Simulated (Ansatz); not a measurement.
C2H5BFN (`B/C=C(/N)F`), relaxed with RKS PBE-D4/def2-SVP in Ansatz 0.2.0 from a rough embedded geometry. The force threshold is 0.03 eV/Å; the program also tests the step.

The species carries charge 0 and has multiplicity 1.

Start:

```xyz
10

B    -1.865   -0.416   -0.097
C    -0.516    0.061    0.404
C     0.585   -0.056   -0.311
N     1.901    0.501    0.144
F     0.595   -0.610   -1.546
H    -1.994   -0.999   -1.179
H    -2.832   -0.355    0.563
H    -0.447    0.525    1.356
H     1.879    0.938    1.081
H     2.694    0.411   -0.415
```

```tsv
step	energy (eV)	largest force (eV/Å)	largest move (Å)
1	-7023.8547	5.219	0.000
2	-7024.3430	2.207	0.115
3	-7024.4571	1.111	0.058
4	-7024.5140	0.210	0.051
5	-7024.5178	0.103	0.013
6	-7024.5193	0.057	0.016
7	-7024.5196	0.020	0.015
```

End:

```xyz
10

B    -1.875   -0.464   -0.105
C    -0.567    0.078    0.419
C     0.623    0.014   -0.272
N     1.836    0.472    0.119
F     0.702   -0.546   -1.485
H    -1.943   -1.001   -1.197
H    -2.888   -0.370    0.568
H    -0.488    0.567    1.406
H     1.953    0.911    1.029
H     2.649    0.340   -0.481
```

Hardware: 2 threads of an Intel Xeon Platinum 8259CL on a shared host. Wall time 19 s, peak host memory 0.16 GiB.
